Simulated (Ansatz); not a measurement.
`[F][GeH]([Cl])[GeH3]` + `CN[SiH3]` → `C[N]([SiH3])[GeH3]` + `[F][GeH2][Cl]`  (cleavage of the Ge–Ge bond)

Program: Ansatz. Geometries: PBE0-D4/def2-TZVP. ΔE: electronic, gas phase. CCSD(T)/CBS adds triple-zeta CCSD(T) − MP2 to the extrapolated MP2 energy (def2 sets, frozen cores). For Ge outer-core shells are correlated without core-valence functions, which leaves a few kJ/mol of doubt a bond. Scalar relativity is left out up to krypton.

```
          level  ΔE (kJ/mol)
    HF/def2-SVP         15.9
CCSD/def2-TZVPP         19.4
```

(1) What does CCSD(T)/CBS give? (Best estimate.)

Largest T1 diagnostic among the species: 0.012.

## Answers

(1) Ansatz gave: +22.7 kJ/mol. The listed levels differ from it by -6.8, -3.3 kJ/mol.

From PBE to PBE0 (25 % exact exchange), in def2-TZVPP and without D4, ΔE moves by −4.9 kJ/mol. At CCSD(T), def2-SVP lies −12.1 kJ/mol from the extrapolated value and def2-TZVPP −4.6 kJ/mol.
